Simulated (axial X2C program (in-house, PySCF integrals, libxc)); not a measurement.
# Levels of MoH by electron attachment to MoH⁺ (EOM-EA-CCSD)

Calculated with an in-house all-electron X2C program for linear molecules (integrals from PySCF): two-component X2C with atomic mean-field Coulomb and Gaunt terms, Gaussian nuclei, basis Mo dyall-acv3z, H dyall-av3z with contracted cores.

R = 1.794 Å (1.045 times 1.717 Å, the PBE0 minimum at charge 0 for the lowest determinant).

Levels of MoH obtained by attaching an electron to MoH⁺:

| Ω | binding energy (eV) | above lowest (cm⁻¹) | attached spinor | one-particle weight |
| --- | --- | --- | --- | --- |
| 1/2 | 7.039 | 0 | 49% Mo sσ, 33% Mo dσ, 10% H sσ | 0.90 |
| 1/2 | 5.967 | 8640 | 92% Mo dπ | 0.91 |
| 3/2 | 5.692 | 10861 | 98% Mo dδ | 0.91 |
| 1/2 | 5.313 | 13922 | 55% Mo pσ, 26% Mo dσ, 8% Mo sσ | 0.92 |
| 3/2 | 4.079 | 23874 | 88% Mo pπ, 9% H pπ | 0.94 |
| 1/2 | 3.871 | 25547 | 88% Mo pπ, 10% H pπ | 0.93 |

This point took 57 s on 1 thread of Arm Neoverse V1, on a shared host.

Reference electrons by ω block (each with its −ω partner): 1/2: 13, 3/2: 6, 5/2: 2. 14 electrons of MoH⁺ correlated (inner shells frozen), 92 natural virtual spinors (a truncated set); levels can be off by some tenths of an eV. Roots sought by Ω: (1/2: 5, 3/2: 4, 5/2: 2, 7/2: 1); the list ends where they run out and leaves out roots under 60 % one-particle weight. The solver can skip a root, and states that need a further excitation, which the method places far too high, are missing though they may lie low or lowest. T1 of the reference 0.026 (Lee–Taylor). The reference was not checked to be the lowest state of its species. Number of frozen shells: Mo 3 s, 2 p, 1 d; H none. Large amplitudes in the reference (orbital relaxation or multireference character) lower the reliability.
